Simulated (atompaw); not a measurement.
silicon (Si): PAW (atompaw) pseudisation with PBE, non-relativistic reference atom.

atompaw 4.2.0.5 input, output lines left out:

```
Si 14
GGA-PBE loggrid 1500 logderivrange -3 5 201
3 3 0 0 0 0
3 1 2
0 0 0
c
c
v
c
v
1
2.15 1.90 1.45 1.15
y
-0.4
n
y
0.2
n
custom rrkj gramschmidtortho sinc
bessel
2.15
2.15
2.15
2.15
```

All-electron outer shells of the reference configuration (PBE, non-relativistic, ld1.x):

```json
{"shell": "2p", "level (eV)": "-95.59", "outermost node (bohr)": "–", "outermost maximum (bohr)": "0.39"}
{"shell": "3s", "level (eV)": "-10.77", "outermost node (bohr)": "0.72", "outermost maximum (bohr)": "1.80"}
{"shell": "3p", "level (eV)": "-4.09", "outermost node (bohr)": "0.72", "outermost maximum (bohr)": "2.17"}
```

Question: Does the generator finish with these settings?

Answer: Yes, a potential is produced.

Question: Estimate the cutoffs (Ry, on a coarse ladder) from which the occupation-weighted sum of valence levels, in a spherical-Bessel basis at the reference potential, stays within 10 and 1 mRy of its value at 400 Ry.

Answer: 8 Ry and 15 Ry.

Question: Does the potential have ghost states?

Answer: No extra level below or beside the all-electron valence levels (s, p, d, f tested).

Question: Is the overlap operator S = 1 + Σ q|β⟩⟨β| positive definite (Bessel basis up to 400 Ry)?

Answer: Yes: its lowest eigenvalue is 0.45 (s channel).
